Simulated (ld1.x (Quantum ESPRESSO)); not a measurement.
## u(r) = r·R(r): atom against pseudo-atom (sulfur)

Columns: radius, all-electron u(r) and pseudo u(r) of the 3s shell (level -19.69 eV) of sulfur in the configuration [Ne] 3s2 3p3.75; PBE, scalar-relativistic, RRKJ scheme, ld1.x (Quantum ESPRESSO) 7.5.

| r (bohr) | all-electron | pseudo |
| --- | --- | --- |
| 0.088 | 0.1477 | 0.0304 |
| 0.175 | -0.1689 | 0.0622 |
| 0.262 | -0.3721 | 0.0972 |
| 0.350 | -0.4041 | 0.1379 |
| 0.438 | -0.3120 | 0.1857 |
| 0.525 | -0.1555 | 0.2417 |
| 0.612 | 0.0252 | 0.3075 |
| 0.700 | 0.2059 | 0.3838 |
| 0.788 | 0.3697 | 0.4679 |
| 0.875 | 0.5078 | 0.5544 |
| 0.962 | 0.6201 | 0.6383 |
| 1.050 | 0.7084 | 0.7136 |
| 1.138 | 0.7727 | 0.7736 |
| 1.225 | 0.8149 | 0.8150 |
| 1.312 | 0.8386 | 0.8386 |
| 1.400 | 0.8468 | 0.8468 |
| 1.487 | 0.8420 | 0.8420 |
| 1.575 | 0.8269 | 0.8269 |
| 1.662 | 0.8039 | 0.8039 |
| 1.750 | 0.7746 | 0.7746 |
| 1.838 | 0.7410 | 0.7410 |
| 1.925 | 0.7049 | 0.7049 |
| 2.012 | 0.6671 | 0.6671 |
| 2.100 | 0.6281 | 0.6281 |
| 2.188 | 0.5890 | 0.5890 |
| 2.275 | 0.5508 | 0.5508 |

Q: How many radial nodes do the two functions have?

A: The all-electron 3s function has n − l − 1 = 2; the pseudo-wave has 0, since the states of the same l below it are removed with the core.

Q: At about which radius was the pseudo-wave matched?

A: 1.35 bohr. The columns agree to 0.0005 from 1.23 bohr on; several derivatives are matched, so the curves merge somewhat inside the radius.

Q: Is the pseudo-wave norm-conserving?

A: Yes: the RRKJ scheme keeps the norm inside the radius equal to the all-electron one, which fixes the energy derivative of the logarithmic derivative at the level.
